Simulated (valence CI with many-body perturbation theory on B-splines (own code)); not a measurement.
## W2+: key properties

Level of theory: configuration interaction combined with many-body perturbation theory (CI+MBPT): four valence electrons over a frozen Dirac-Fock core [Xe] 4f14, radial functions for each j: 7 s, 7 p, 8 d, 6 f, 4 g, 1 h, with the one-electron correlation potential Σ1 (screened to all orders), the two-electron term Σ2, the three-electron term Σ3, Breit, model QED; selected single and double excitations, second order for the rest, scaled by the run's own slope (own B-spline code, finite nucleus).

Against 9 measured levels this calculation errs by 356 cm⁻¹ on average and by 817 at most. These come from a selection out of NIST levels as listed in McCann et al., Mon. Not. R. Astron. Soc. 538, 537 (2025). Levels without a partner in it may be off by more, other configurations by 1,000 to 8,000 cm⁻¹. Only levels of the ground parity were solved; by the run's estimate the other parity begins above the list, which can be wrong where configurations are misplaced.

Names give the largest LS component (configuration and term), which can be under half, so a name can repeat, a term be missing and a line seem to break the LS rules; names also repeat where a configuration has a term twice.

Rates and lifetimes use the calculated energies. Strong lines usually hold to 10 to 20 %, long lifetimes can be off by a factor of two.

(1) What is the ground level?

(2) What are the static dipole polarisabilities of the lowest levels?

(3) What is the ionisation energy?

(4) How well does LS coupling describe the low levels?

(5) How is the term ⁵D of the ground level split?

## Answers

(1) 5d⁴ ⁵D_0, composition 68 % 5d⁴ ⁵D + 26 % 5d⁴ ³P.

(2) 5d⁴ ⁵D_0 13.1; 5d⁴ ⁵D_1 12.9 (tensor -0.58); 5d⁴ ⁵D_2 12.7 (tensor -0.36); 5d⁴ ⁵D_3 12.7 (tensor 0.24) bohr³, of which the core gives 2.05.

(3) 25.747 eV; NIST lists 26 ± 0.4 eV (semi-empirical).

(4) Among the lowest 20 levels the leading LS term, summed over configurations, holds 70 % on average. For single configurations the figures are 66 % in LS and 53 % in jj coupling. Terms mix most in the J = 4 level at 2.228 eV, where the leading one holds 44 %.

(5) J = 0 at 0.0000, J = 1 at 0.2574, J = 2 at 0.5199, J = 3 at 0.7454, J = 4 at 0.9294 eV.
